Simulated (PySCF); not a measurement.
Breaking a bond: HF (cation, charge +1), doublet.

- ROKS-TPSSh = restricted open-shell TPSSh/cc-pVTZ in PySCF
- CASSCF(7,5)/cc-pVTZ (PySCF)
- ROHF/cc-pVTZ (PySCF)

Energies are in kcal/mol, each relative to the lowest point of its own curve near equilibrium.

| R / Å | ROKS-TPSSh | CASSCF(7,5) | ROHF |
|---|---|---|---|
| 0.76 | 47.2 | 43.7 | 40.2 |
| 0.80 | 29.6 | 26.8 | 23.9 |
| 0.86 | 12.8 | 10.9 | 9.0 |
| 0.90 | 6.3 | 4.9 | 3.6 |
| 0.96 | 1.2 | 0.5 | 0.2 |
| 0.98 | 0.4 | 0.1 | 0.0 |
| 1.01 | 0.0 | 0.0 | 0.4 |
| 1.04 | 0.3 | 0.6 | 1.4 |
| 1.08 | 1.4 | 2.3 | 3.5 |
| 1.10 | 2.3 | 3.4 | 4.8 |
| 1.18 | 7.1 | 9.0 | 11.1 |
| 1.26 | 13.1 | 15.8 | 18.4 |
| 1.37 | 21.9 | 25.7 | 28.5 |
| 1.52 | 33.6 | 38.9 | 41.1 |
| 1.65 | 42.6 | 49.2 | 50.3 |
| 1.83 | 53.0 | 61.2 | 60.1 |
| 2.01 | 61.0 | 70.3 | 67.1 |
| 2.20 | 67.4 | 76.8 | 72.1 |
| 2.49 | 74.0 | — | 76.5 |
| 2.71 | 77.2 | — | 78.4 |
| 3.03 | 80.0 | — | 79.9 |
| 3.50 | 81.7 | — | 80.9 |
| 4.01 | 81.8 | — | 81.4 |

At the longest distance, 4.01 Å, ROKS-TPSSh lies highest above its minimum (81.8 kcal/mol) and ROHF lowest (81.4 kcal/mol).

A dash means that the run gave no value there, or that the column was ended at a point which the program doubted or which failed a test of continuity chosen for this set; such a test can also cut sound points.

At the longest distance ROKS-TPSSh leaves fractional charges on the fragments, a sign of delocalisation error or of the restricted form.
